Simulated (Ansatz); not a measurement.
Start from `NC1BN1` and change one atom or group to get `FC1BN1`.

Ansatz, PBE0-D4/def2-TZVP geometries, multiplicity 1. Each molecule was computed in one conformer, which needn't be the lowest.

```csv
property,`NC1BN1`
LUMO energy (PBE0/def2-TZVPP) / eV,0.10
LUMO energy (PBE/def2-TZVPP) / eV,-0.87
size of the dipole moment (ωB97M-V/def2-TZVPP) / D,2.13
LUMO energy (ωB97M-V/def2-TZVPP) / eV,1.89
LUMO energy (B3LYP/def2-TZVPP) / eV,-0.15
HOMO energy (PBE/def2-TZVPP) / eV,-5.32
```

**Question.** What does the change do to each property? (Best estimate.)

**Answer.** The calculation gave: 
```
                                          property  `FC1BN1`  shift
                LUMO energy (PBE0/def2-TZVPP) / eV     -0.24  -0.34
                 LUMO energy (PBE/def2-TZVPP) / eV     -1.24  -0.37
size of the dipole moment (ωB97M-V/def2-TZVPP) / D      2.33   0.20
             LUMO energy (ωB97M-V/def2-TZVPP) / eV      1.65  -0.24
               LUMO energy (B3LYP/def2-TZVPP) / eV     -0.49  -0.34
                 HOMO energy (PBE/def2-TZVPP) / eV     -6.50  -1.18
```

With PBE0 the HOMO falls by 1.27 eV and the LUMO falls by 0.34 eV, so the gap widens by about 0.93 eV. PBE moves the HOMO by -1.18 eV and ωB97M-V by -1.27 eV. Dipoles are sizes alone; their direction can turn.

B3LYP here is the variant with VWN-RPA as its local correlation; programs differ in this.
